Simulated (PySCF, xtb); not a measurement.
BiCl3, SMILES [Cl][Bi]([Cl])[Cl].

GFN2-xTB in xtb at its own geometry gives an orbital gap of 5.36 eV and a dipole moment of 5.45 D.

Geometry optimised at PBE0-D3(BJ)/def2-SVP. The isomer is the one that the SMILES or the coordinates give; other isomers of the formula were not compared. The def2 effective core potentials stand for the cores of Bi; spin–orbit coupling is left out.

Problem. What does CAM-B3LYP/def2-TZVPD (PySCF) give? (An estimate is asked for; the answer gives what the named calculation found.)

Solution. gap 8.36 eV (levels -10.10 and -1.74 eV), dipole 4.03 D.
